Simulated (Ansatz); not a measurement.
Stepwise reaction of `CO[SiH2][SiH2]O` with water, as a gas-phase model of exchange steps in deposition or etching. ΔE in kJ/mol.

Gas-phase electronic energies from Ansatz, PBE0-D4/def2-TZVP geometries. CCSD(T)/CBS is the MP2 limit (def2-TZVPP, def2-QZVPP) plus CCSD(T) − MP2 in def2-TZVPP, frozen cores. This one scheme is used for every species. Functionals use def2-TZVPP. B3LYP here is the variant with VWN-RPA as its local correlation; programs differ in this. One conformer a species, not always the lowest.

| step | reaction | PBE-D4 | B3LYP-D4 | ωB97M-V | CCSD(T)/CBS |
| --- | --- | --- | --- | --- | --- |
| 1 | `CO[SiH2][SiH2]O` + H₂O → `CO[SiH](O)[SiH2]O` + H₂ | -76.3 | -84.5 | -82.9 | -80.9 |
| 2 | `CO[SiH](O)[SiH2]O` + H₂O → `CO[SiH](O)[SiH](O)O` + H₂ | -81.3 | -87.1 | -86.9 | -84.0 |

Question: By hand: ΔE of the 2 steps together at CCSD(T)/CBS.

Answer: (-80.9) + (-84.0) = -164.9 kJ/mol, or -82.5 kJ/mol a step.

In ΔE the steps differ by no more than 3.1 kJ/mol. All are downhill at CCSD(T)/CBS. PBE-D4 differs from CCSD(T)/CBS by 2.7 to 4.6 kJ/mol a step. Only this route is followed, and other bonds may react first. Isolated molecules leave out the surface, adducts and barriers. Largest T1 diagnostic: 0.012.
